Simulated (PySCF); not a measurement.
UHF on As²⁺ (arsenic, charge +2), [Ar] 3d10 4s1 4p1 5s1, high-spin 4P determinant (an excited configuration). Computed with PySCF 2.14 in aug-cc-pVTZ-PP with one added diffuse shell each of s, d, f type with ECP10MDF (7s5p5d3f, 68 functions), with scalar relativity through the core potential.

```
cycle= 4 E= -329.441980796614  delta_E= -0.000204  |g|= 0.00565  |ddm|= 0.0364
cycle= 5 E= -329.439802039947  delta_E= 0.00218  |g|= 0.00564  |ddm|= 0.405
cycle= 6 E= -329.437978392098  delta_E= 0.00182  |g|= 0.0127  |ddm|= 0.466
cycle= 7 E= -329.437582186843  delta_E= 0.000396  |g|= 0.0174  |ddm|= 0.115
cycle= 8 E= -329.43851641109  delta_E= -0.000934  |g|= 0.00435  |ddm|= 0.355
cycle= 9 E= -329.437406067806  delta_E= 0.00111  |g|= 0.0118  |ddm|= 0.644
cycle= 10 E= -329.437309317905  delta_E= 9.67e-05  |g|= 0.0147  |ddm|= 0.0381
cycle= 11 E= -329.437456461039  delta_E= -0.000147  |g|= 0.0103  |ddm|= 0.0672
cycle= 12 E= -329.437594424003  delta_E= -0.000138  |g|= 0.00275  |ddm|= 0.129
cycle= 13 E= -329.437605712174  delta_E= -1.13e-05  |g|= 7.32e-05  |ddm|= 0.0555
cycle= 14 E= -329.437605714601  delta_E= -2.43e-09  |g|= 3.93e-05  |ddm|= 0.00251
cycle= 15 E= -329.437605716398  delta_E= -1.8e-09  |g|= 1.07e-06  |ddm|= 0.000573
cycle= 16 E= -329.437605716392  delta_E= 5.97e-12  |g|= 1.4e-07  |ddm|= 6.76e-05
converged SCF energy = -329.437605716392  <S^2> = 3.7505622  2S+1 = 4.0002811
```

Highest occupied orbital energy: -14.983 eV; ⟨L²⟩ = 3.77; populations by l: s 3.70, p 7.00, d 10.30, f 0.00.

Problem. Can this result be used?

Solution. Not for this state. Self-consistency was reached. ⟨L²⟩ = 3.77 against 2 for a pure P term, so this real determinant mixes terms. Energies and moments cover only the electrons outside the core potential. The outer electron is Rydberg-like, and this basis confines it to a smaller radius and binds it less than a complete one would. The s, p, d and f populations moved away from the nominal configuration during the SCF.
